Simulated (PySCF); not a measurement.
# Diatomics of Cl with the alkali metals

r²SCAN with double-zeta basis sets in PySCF, for the lowest determinant that a PBE0 search found; no spin–orbit coupling. De refers to high-spin ground-configuration atoms. A positive dipole means M(−)Cl(+).

```csv
M,basis,state (unpaired electrons),Re (Å),ωe (cm⁻¹),De (eV),μ (D)
Na,def2-SVP,singlet (closed shell),2.347,384,4.19,-8.34
K,def2-SVP,singlet (closed shell),2.671,294,4.22,-9.75
Rb,def2-SVP,singlet (closed shell),2.832,241,4.25,-10.51
Cs,def2-SVPD,singlet (closed shell),3.008,202,4.55,-11.17
```

Problem. By what factor does the harmonic wavenumber vary along the series?

Solution. At r²SCAN it runs from 202 cm⁻¹ (CsCl) to 384 cm⁻¹ (NaCl), a factor of 1.90.

The rows differ in basis set, which adds steps of its own.

Down a group the atoms grow and get heavier, so bonds lengthen and wavenumbers fall; this series shows no clear exception.

These are scalar-relativistic numbers at best; spin–orbit coupling would shift them, the dissociation energy most.
